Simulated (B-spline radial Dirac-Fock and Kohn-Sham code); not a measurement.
# How the levels of gadolinium move as electrons are removed

Calculated with an atomic code on a B-spline grid, using ΔSCF Dirac-Fock with Breit, self-energy and vacuum polarisation, finite nucleus, configuration average. Each ion is free and in its tabulated ground configuration. Correlation energy is missing from these numbers.

Reference: Gd⁴⁵⁺, [Ar] 3d1, with K 53067.2 eV, L1 11118.7 eV. Shifts from it, in eV (a dash: the subshell is empty, belongs to an open shell averaged over j, or its hole state is left out as unreliable):

| ion | configuration | K | L1 |
| --- | --- | --- | --- |
| Gd⁴⁶⁺ | [Ne] 3s2 3p6 | +153.4 | +146.2 |
| Gd⁴⁷⁺ | [Ne] 3s2 3p5 | +314.0 | +282.8 |
| Gd⁴⁸⁺ | [Ne] 3s2 3p4 | +476.6 | +420.7 |
| Gd⁴⁹⁺ | [Ne] 3s2 3p3 | +641.2 | +560.1 |
| Gd⁵⁰⁺ | [Ne] 3s2 3p2 | +807.7 | +700.7 |
| Gd⁵¹⁺ | [Ne] 3s2 3p1 | ? | ? |
| Gd⁵²⁺ | [Ne] 3s2 | +1146.6 | +986.2 |
| Gd⁵³⁺ | [Ne] 3s1 | – | – |
| Gd⁵⁴⁺ | [He] 2s2 2p6 | +1474.1 | +1257.8 |
| Gd⁵⁵⁺ | [He] 2s2 2p5 | +1874.7 | +1512.7 |

Problem. Give the missing shifts for Gd⁵¹⁺.

Solution. K +976.2, L1 +842.8 (eV).
